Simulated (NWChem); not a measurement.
Everything below was run with NWChem. System: HS$_{2}$, charge 0, spin multiplicity 2, at a geometry optimised with UPBE0/def2-SVP. The structure started from a generated list of species. Its SCF solution wasn't tested for a lower state. Level: UMP2/cc-pVTZ, 10 core orbitals frozen.

Input file:

```
start mol
memory heap 200 mb stack 900 mb global 1100 mb
geometry units angstroms nocenter noautoz
  S      0.430648     0.935054     0.000000
  S     -0.467742    -0.829536     0.000000
  H      0.593507    -1.688295     0.000000
  symmetry group Cs
end
basis spherical
  * library cc-pvtz
end
scf
  uhf
  nopen 1
  maxiter 100
  thresh 1e-7
  semidirect memsize 60000000 filesize 0
  # guess.movecs holds the orbitals of an unrestricted PBE0 run
  vectors input guess.movecs output mol.movecs
end
mp2
  freeze core 10
end
task mp2 energy
```

NWChem printed:

```
             Northwest Computational Chemistry Package (NWChem) 7.3.0
             --------------------------------------------------------

                                NWChem Input Module
                                -------------------

 Scaling coordinates for geometry "geometry" by  1.889725989
 (inverse scale =  0.529177249)

 Turning off AUTOSYM since
 SYMMETRY directive was detected!

                             Geometry "geometry" -> ""
                             -------------------------

 Output coordinates in angstroms (scale by  1.889725989 to convert to a.u.)

  No.       Tag          Charge          X              Y              Z
 ---- ---------------- ---------- -------------- -------------- --------------
    1 S                   16.0000     0.43064800     0.93505400     0.00000000
    2 S                   16.0000    -0.46774200    -0.82953600     0.00000000
    3 H                    1.0000     0.59350700    -1.68829500     0.00000000

 Effective nuclear repulsion energy (a.u.)      77.8379492433

            Nuclear Dipole moment (a.u.)
            ----------------------------
        X                 Y               Z
 ---------------- ---------------- ----------------
     0.0000056692    -0.0000132281     0.0000000000

      Symmetry information
      --------------------

 Group name             Cs
 Group number              2
 Group order               2
 No. of unique centers     3

      Symmetry unique atoms

     1    2    3


 Summary of "ao basis" -> "" (spherical)
 ------------------------------------------------------------------------------
       Tag                 Description            Shells   Functions and Types
 ---------------- ------------------------------  ------  ---------------------
 *                          cc-pvtz                   on all atoms

 Summary of "ao basis" -> "ao basis" (spherical)
 ------------------------------------------------------------------------------
       Tag                 Description            Shells   Functions and Types
 ---------------- ------------------------------  ------  ---------------------
[...]
  AO/Fock/Back tols     =   1.0D-09  1.0D-09  1.0D-09

 GA uses MA = F    GA memory limited = T

 Available:
  local mem=  1.26D+08
 global mem=  1.44D+08
 local disk=  0.00D+00
  mp2_memr nvloc                    65
  nvloc new                    65
   1 passes of   7:        4194304                      36457                   5276018.
   1 passes of   7: M    126152533           G      144165752           F     121958229.

 Semi-direct pass number   1 of   1  for UHF alpha       at        5.0s
  vrange nnbf                  3403
  mp2_eaftype                    20  avail_ma_in_mb                  1099
 EAF : mp2_eaftype filesize          20    2638009.
  mp2_eaf for mointskh                     20
Node 0 wrote     12.4 Mb in      0.0 s     Agg I/O rate:  1409.5 Mb/s
 Done moints_semi at       11.4s
  mp2_eaftype                    20  avail_ma_in_mb                  1079
 EAF : mp2_eaftype filesize          20    2638009.
  mp2_eaf for kh                    20
 Done maket at       11.4s
 Done multipass loop at       11.4s

 GA uses MA = F    GA memory limited = T

 Available:
  local mem=  1.26D+08
 global mem=  1.44D+08
 local disk=  0.00D+00
  mp2_memr nvloc                    66
  nvloc new                    66
   1 passes of   6:        4194304                      33509                   4593376.
   1 passes of   6: M    126152533           G      144165752           F     121958229.

 Semi-direct pass number   1 of   1  for UHF beta        at       11.5s
  vrange nnbf                  3403
  mp2_eaftype                    17  avail_ma_in_mb                  1099
 EAF : mp2_eaftype filesize          17    2296688.
  mp2_eaf for mointskh                     17
Node 0 wrote     10.8 Mb in      0.0 s     Agg I/O rate:  1801.2 Mb/s
 Done moints_semi at       18.0s
  mp2_eaftype                    17  avail_ma_in_mb                  1082
 EAF : mp2_eaftype filesize          17    2296688.
  mp2_eaf for kh                    17
 Done maket at       18.0s
 Done multipass loop at       18.0s

          -------------------------------------------
          SCF energy                -795.668980016483
          Correlation energy          -0.326406800184
          Singlet pairs                0.000000000000
          Triplet pairs                0.000000000000
          Total MP2 energy          -795.995386816667
          -------------------------------------------

          ---------------------------------------------------
                    Spin Component Scaled (SCS) MP2
          Same spin pairs                     -0.077836909581
          Same spin scaling factor             0.333333333333
          Opposite spin pairs                 -0.248569890603
          Opposite spin scaling fact.          1.200000000000
          SCS-MP2 correlation energy          -0.324229505251
          Total SCS-MP2 energy              -795.993209521734
          ---------------------------------------------------

 -----------------------
 Performance information
 -----------------------

 Timer overhead =  2.30D-07 seconds/call

               Nr. of calls         CPU time (s)                 Wall time (s)                GFlops
             ---------------    -------------------     ------------------------------   -------------------
Name         Min   Avg   Max    Min     Avg     Max     Min     Avg     Max   Mx/calls   Min     Max     Sum
mp2: moin     2     2     2    13.     13.     13.      13.     13.     13.     6.4      0.0     0.0     0.0
mp2: make     2     2     2   0.13    0.13    0.13     0.13    0.13    0.13    6.29E-2   0.0     0.0     0.0
mp2: tota     1     1     1    13.     13.     13.      13.     13.     13.     13.      0.0     0.0     0.0

 The average no. of pstat calls per process was 5.00D+00
 with a timing overhead of 1.15D-06s

 Task  times  cpu:       18.0s     wall:       18.0s

 Total times  cpu:       18.0s     wall:       18.0s
```
